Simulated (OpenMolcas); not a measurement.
## Ne⁴⁺: the spin-orbit constant, worked from levels

```
Program             : OpenMolcas
Basis               : ANO-RCC-VQZP [5s4p3d2f1g]
Scalar Hamiltonian  : DKH2, point nucleus
Active space        : 2 electrons in 9 orbitals (RAS2 2p; RAS3 3s 3d, at most 1 electron)
State averaging     : 2S+1 = 3 even, 3 roots; 2S+1 = 1 even, 6 roots
Spin-orbit coupling : RASSI with atomic mean-field integrals over the reference wave functions, term energies averaged over their components
```

Methods: RASSCF; SS-RASPT2, IPEA 0.25 Eh, imaginary shift 0.1 Eh (closed shells correlated: 1s 2s). Measured levels: NIST levels in Podobedova, Fuhr, Reader and Wiese, J. Phys. Chem. Ref. Data 33, 525 (2004).

**The spin-orbit constant.** For the Hund term 3P of p2, E(J) = (A/2) J(J+1) + constant and ζ = 2S·A = 2A. From J = 0 to J = 2 the energy changes by 3 A.

| Source | E(2) - E(0) | A | ζ |
| --- | --- | --- | --- |
| RASSCF | 1166.5 | 388.8 | 778 |
| SS-RASPT2 | 1167.8 | 389.3 | 779 |
| measured | 1110.1 | 370.0 | 740 |

All in cm-1. SS-RASPT2 is off by +5.2 % and RASSCF by +5.1 %. Both methods take the spin-orbit matrix elements from the reference wave functions, so the second can move ζ only through the term energies and any multistate remixing. Second-order mixing with other terms is absorbed into this ζ.

With the s shell closed, the reference lacks s² → p² mixing. Measured partners are found by configuration, term and J. A level has none where our copy of the source lacks it or the pairing is in doubt (some pairs that miss far off the trend of their configuration count as doubtful), and it then counts in no deviation. Levels of configurations outside the active space are missing.
